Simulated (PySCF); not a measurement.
ClGeH3Se, SMILES Cl[Se][GeH3]. Heavy atoms are numbered as in [Se:1]([Cl:2])[GeH3:3]. Hydrogens are named by the atom that carries them.

Coordinates come from a B3LYP-D3(BJ)/def2-SVP optimisation. This is a generated structure with no PubChem entry under its InChIKey; it may be hypothetical.

The numbers are results of HF/pcSseg-1 in PySCF, not measurements.

GIAO shieldings, no solvent; atoms alike by connectivity are averaged. δ = σ(ref) − σ: ⁷⁷Se against Me2Se (σ = 1942.8 ppm); ³⁵Cl against HCl (σ = 958.2 ppm); ⁷³Ge against GeH4 (σ = 1776.1 ppm); ¹H against TMS (σ = 31.99 ppm), references at their B3LYP-D3(BJ)/def2-TZVP geometries, non-relativistic (without spin–orbit terms, shifts of atoms bonded to Cl or Br come out too high).

### Question
Estimate the chemical shifts. (The exact figures need the calculation; the answer reports its results.)

### Answer

```tsv
nucleus	atoms	count	δ (ppm)
⁷⁷Se	Se1	1	947.8
³⁵Cl	Cl2	1	-214.6
⁷³Ge	Ge3 (GeH3)	1	141.1
¹H	H on Ge3	3	5.08
```
